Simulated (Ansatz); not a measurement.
Reactions of C₃H₆ClFSi, SMILES `FC(=CCl)C[SiH3]`.

Isolated molecules relaxed with PBE0-D4/def2-TZVP in Ansatz; ΔE leaves out vibrations. CCSD(T)/CBS is the MP2 limit (def2-TZVPP, def2-QZVPP) plus CCSD(T) − MP2 in def2-TZVPP, frozen cores. This one scheme is used for every species. Double bonds are as drawn, so ΔE can hold a change between cis and trans. Each species was taken in one conformer, which may not be the lowest.

**Question.** Order these by ΔE at CCSD(T)/CBS, lowest first. (Best estimate.)
A. `F/C(=C/Cl)C[SiH3]` → `C=C(CCl)[SiH2]F`
B. `F/C(=C/Cl)C[SiH3]` → `C=CC[SiH](F)Cl`
C. `F/C(=C/Cl)C[SiH3]` + H₂ → `F/C=C/Cl` + `C[SiH3]`
D. `F/C(=C/Cl)C[SiH3]` + H₂ → `[SiH3]C/C=C/Cl` + H–F

**Answer.** B (-91.0 kcal/mol), A (-49.6 kcal/mol), D (-22.9 kcal/mol), C (-8.9 kcal/mol).

Largest T1 diagnostic: 0.012, for `F/C(=C/Cl)C[SiH3]`.
